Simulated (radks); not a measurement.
Task: These are the eigenvalues of the occupied orbitals of an atom or ion with whole-number occupations (hartree). Method: scalar-relativistic Kohn-Sham, PBE, spin-polarised, spherical densities, finite nucleus; Fermi nuclear charge, rms radius of each element as measured or else 0.836 A^(1/3) + 0.57 fm; computed with a radial shooting solver on a logarithmic mesh with Libxc functionals.

| orbital | eigenvalue |
|---|---|
| 1s up | -1779.828 |
| 1s down | -1779.825 |
| 2s up | -294.4256 |
| 2s down | -294.4228 |
| 2p up | -262.6174 |
| 2p down | -262.6139 |
| 3s up | -66.87177 |
| 3s down | -66.79624 |
| 3p up | -56.97064 |
| 3p down | -56.89514 |
| 3d up | -43.71793 |
| 3d down | -43.65943 |
| 4s up | -15.39417 |
| 4s down | -15.21618 |
| 4p up | -12.12312 |
| 4p down | -11.94636 |
| 4d up | -7.56040 |
| 4d down | -7.38443 |
| 5s up | -3.87897 |
| 5s down | -3.75583 |
| 5p up | -2.99951 |
| 5p down | -2.89574 |
| 4f up | -2.60098 |

Which element is it, and in what charge state? The configuration may be excited. Open shells, if any, are filled with parallel spins first.

Result: Z = 63, europium, charge +5: Eu5+ in [Kr] 4d10 4f5 5s2 5p5. The list shows which subshells hold electrons but not how many an open one holds; the 1s level, -1779.8 hartree, gives Z - s = 59.7 by -(Z - s)^2/2, which with screening and relativity narrows Z to a few neighbours, and the depths of the outer levels then fix element, charge and occupations together.
